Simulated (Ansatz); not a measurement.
# Two structures, one formula

The two ends of one reaction step of GePH$_{7}$, closed shell (PBE0-D4/def2-TZVP).

A:

Ge1  (-1.480, 0.953, -0.713)
H2  (-0.983, -0.426, -1.172)
H3  (-2.656, 1.380, -1.606)
H4  (-1.949, 0.872, 0.745)
H5  (-0.345, 1.976, -0.841)
H6  (1.012, -2.046, 1.021)
P7  (1.528, -0.724, 1.007)
H8  (2.665, -1.070, 1.783)
H9  (2.208, -0.915, -0.225)
(Å)

B:

```
9
angstrom
Ge -0.3367 0.9643 -0.1467
H -1.8781 -2.3924 -0.2926
H -0.8705 0.5594 -1.5296
H -1.4427 0.7570 0.9000
H 0.0647 2.4489 -0.1727
H -1.1580 -2.4379 -0.0992
P 1.4328 -0.4411 0.3854
H 1.8619 0.3570 1.4793
H 2.3266 0.1849 -0.5240
```

Program: Ansatz 0.2.0. Basis: def2-TZVPP. Cores are frozen in the correlated methods. Filled d shells of the heavier atoms are correlated. The def2 sets are not built for correlating such inner shells, so the correlated values are less sure here. B3LYP uses VWN-RPA correlation.

Question: Which structure is lower at CCSD(T), and by how much? (To be estimated.)

Answer: Computed: A, by 2.2 kJ/mol (electronic energy, against the other); a gap this small isn't resolved in one triple-zeta basis. By their contacts, A is a complex of GeH₄ + PH₃ and B is a complex of GePH₅ ([PH2][GeH3]) + H₂.

Question: Do the other methods give the same order? (A judgement: the text doesn't fix the answer.)

Answer: By the calculation: Not all: SPW92, PBE-D4, BLYP-D4, r2SCAN-D4, PBE0-D4, r2SCAN0-D4, PBE-QIDH, MP2 give the other order.

```tsv
method	E(B) − E(A) (kJ/mol)
SPW92	-0.4
PBE-D4	-7.4
BLYP-D4	-2.4
r2SCAN-D4	-3.9
B97M-V	6.0
PBE0-D4	-3.6
B3LYP-D4	1.1
r2SCAN0-D4	-1.6
BHLYP-D4	6.1
CAM-B3LYP-D4	8.1
wB97X-V	3.4
wB97M-V	2.5
B2PLYP	2.7
PBE-QIDH	-1.5
RPA on PBE	5.2
HF	20.0
MP2	-4.4
CCSD	6.4
CCSD(T)	2.2
```

The T1 diagnostic stays at or below 0.013.

Labels in which every atom is bracketed show which atoms are joined, not bond orders.

For scale, one of the runs: CCSD(T)/def2-TZVPP, 188 basis functions, launched by `ansatz run in.yaml --threads 2 --pin off --events-out ev --progress --plain --max-ram 4352MiB`. The run took 52 s on 2 CPU threads of an Arm Neoverse V1 (shared host), with 1.8 GiB of host memory at its peak.
